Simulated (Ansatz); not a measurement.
Consider the redistribution: `[NH2][Ga]([F])[Cl]` + `C=C[SiH2][GeH3]` → `[NH2][Ga]([F])[GeH3]` + `C=C[SiH2]Cl`.

Isolated molecules relaxed with PBE0-D4/def2-TZVP in Ansatz; ΔE leaves out vibrations. CCSD(T)/CBS is the MP2 limit (def2-TZVPP, def2-QZVPP) plus CCSD(T) − MP2 in def2-TZVPP, frozen cores. DFT in def2-TZVPP. B3LYP here is the variant with VWN-RPA as its local correlation; programs differ in this. For Ga, Ge outer-core shells are correlated without core-valence functions, which leaves a few kJ/mol of doubt a bond. Scalar relativity is left out up to krypton. One conformer a species, not always the lowest.

`[NH2][Ga]([F])[Cl]`:

Z-matrix (Å, degrees):
```
N
Ga 1 1.791
H 1 1.005 2 121.8
H 1 1.005 2 122.2 3 -159.9
F 2 1.743 1 119.0 3 -11.1
Cl 2 2.117 1 124.0 3 171.5
```

`C=C[SiH2][GeH3]`:

Cartesian coordinates in Å:
```
C -0.977 2.081 -0.532
C -0.974 0.982 0.218
Si -0.482 -0.692 -0.427
Ge 1.521 -1.439 0.625
H -1.249 3.054 -0.130
H -0.709 2.056 -1.584
H -1.251 1.073 1.267
H -0.270 -0.599 -1.897
H -1.551 -1.694 -0.155
H 1.346 -1.478 2.154
H 1.905 -2.854 0.155
H 2.690 -0.491 0.305
```

`[NH2][Ga]([F])[GeH3]`:

Z-matrix (Å, degrees):
```
Ge
Ga 1 2.417
H 1 1.536 2 110.2
H 1 1.537 2 110.7 3 120.1
H 1 1.536 2 110.1 3 -119.8
F 2 1.765 1 118.7 3 59.5
N 2 1.805 1 130.0 3 -120.5
H 7 1.005 2 124.6 1 0.1
H 7 1.006 2 122.7 1 179.9
```

`C=C[SiH2]Cl`:

Cartesian coordinates in Å:
```
C -0.067 0.216 1.551
C -0.396 0.554 0.307
Si 0.320 -0.315 -1.159
Cl -1.174 -1.217 -2.255
H 0.624 -0.597 1.757
H -0.471 0.731 2.417
H -1.097 1.372 0.153
H 1.005 0.624 -2.079
H 1.256 -1.367 -0.693
```

```tsv
level	ΔE (kJ/mol)	difference from CCSD(T)/CBS
PBE-D4	-18.6	1.6
r2SCAN-D4	-16.7	3.5
PBE0-D4	-15.6	4.6
B3LYP-D4	-20.9	-0.7
ωB97X-V	-16.4	3.8
ωB97M-V	-21.8	-1.6
B2PLYP	-19.9	0.3
PBE	-19.6	0.6
r2SCAN	-17.0	3.2
PBE0	-16.5	3.7
B3LYP	-22.4	-2.2
HF/def2-TZVPP	-10.6	9.6
MP2/def2-TZVPP	-17.4	2.8
SCS-MP2/def2-TZVPP	-16.8	3.4
CCSD/def2-TZVPP	-14.4	5.8
CCSD(T)/def2-TZVPP	-14.2	6.0
HF/def2-QZVPP	-11.5	8.7
MP2/def2-QZVPP	-21.1	-0.9
SCS-MP2/def2-QZVPP	-19.8	0.4
HF/CBS(def2)	-11.6	8.6
MP2/CBS(def2)	-23.3	-3.1
CCSD/CBS(def2)	-20.3	-0.1
CCSD(T)/CBS	-20.2	0
```

Largest T1 diagnostic among the species: 0.013.

From PBE to PBE0 (25 % exact exchange), in def2-TZVPP and without D4, ΔE moves by +3.1 kJ/mol. In def2-TZVPP, CCSD(T) changes the Hartree–Fock value by −3.7 kJ/mol (the triples alone add +0.1 kJ/mol) and MP2 by −6.9 kJ/mol.
